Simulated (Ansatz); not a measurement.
Cost and result for the atomization energy of `[SiH3][AsH][SiH3]` (10 atoms, 9 bonds).

```xyz
10

Si   -1.081   -0.341    1.302
As   -1.051    0.652   -0.840
Si    1.168   -0.028   -1.270
H    -1.176   -1.812    1.114
H    -2.284    0.132    2.035
H     0.130   -0.034    2.107
H    -0.609    2.002   -0.289
H     1.144   -1.488   -1.551
H     1.667    0.688   -2.473
H     2.091    0.230   -0.134
```

Total charge 0; spin multiplicity 1. Correlated methods include outer-core shells of As, which these sets cover unevenly. Scalar relativity is left out up to krypton. All single points use the PBE0-D4/def2-TZVP geometry. Program: Ansatz. All runs use 4 threads of an Arm Neoverse V2 on a shared host. Times are those of one run each, without the atoms' runs, and a repeat can differ threefold. Electronic energies, without spin–orbit coupling; frozen cores. CCSD(T)/CBS adds CCSD(T) − MP2 in def2-TZVPP to the MP2 limit, and its time is that of the two runs behind it. T1 = 0.012. With those shells the extrapolation isn't a true limit. HSE06 is the plane-wave form, built on full-range PBE exchange.

CCSD(T)/CBS is a level of theory with its own doubt, some kJ/mol a heavy atom from the limit and from the frozen cores, so smaller differences don't rank the functionals.

| level | functions | wall time | atomization (kJ/mol) | difference from CCSD(T)/CBS | per bond |
| --- | --- | --- | --- | --- | --- |
| BHLYP-D4/def2-TZVPP | 230 | 2.5 s | 2736.6 | -21.5 | -2.4 |
| CCSD(T)/def2-SVP | 103 | 2.6 s | 2540.8 | -217.3 | -24.2 |
| PBE0-D4/def2-TZVPP | 230 | 2.7 s | 2712.1 | -46.0 | -5.1 |
| CAM-B3LYP-D4/def2-TZVPP | 230 | 2.8 s | 2761.1 | 3.0 | 0.3 |
| HSE06-D4/def2-TZVPP | 230 | 2.9 s | 2711.4 | -46.7 | -5.2 |
| B2PLYP/def2-TZVPP | 230 | 3.7 s | 2708.1 | -50.0 | -5.6 |
| r2SCAN-D4/def2-TZVPP (with forces) | 230 | 4 s | 2751.0 | -7.1 | -0.8 |
| r2SCANh-D4/def2-TZVPP | 230 | 4.4 s | 2743.6 | -14.5 | -1.6 |
| ωB97X-V/def2-TZVPP | 230 | 6.5 s | 2792.6 | 34.5 | 3.8 |
| B97M-V/def2-TZVPP | 230 | 7 s | 2774.0 | 15.9 | 1.8 |
| MP2/def2-QZVPP | 439 | 17 s | 2677.6 | -80.5 | -8.9 |
| CCSD(T)/def2-TZVPP | 230 | 67 s | 2685.5 | -72.6 | -8.1 |
| CCSD(T)/CBS(def2) | – | 84 s | 2758.1 | 0.0 | 0.0 |

In def2-TZVPP, CCSD(T) changes the Hartree–Fock value by +649.4 kJ/mol (the triples alone add +26.2 kJ/mol) and MP2 by +598.7 kJ/mol; breaking electron pairs costs correlation energy, which Hartree–Fock lacks. Leaving LDA and LC-ωPBE aside and taking each functional with its dispersion term where it has one, the values, not all of them listed here, spread over 108.3 kJ/mol, from revPBE-D4 to ωB97X-V. LDA lies +352.0 kJ/mol from PBE without D4, its usual overbinding. From BLYP to BHLYP (50 % exact exchange), in def2-TZVPP and without D4, the atomization energy moves by +23.5 kJ/mol.
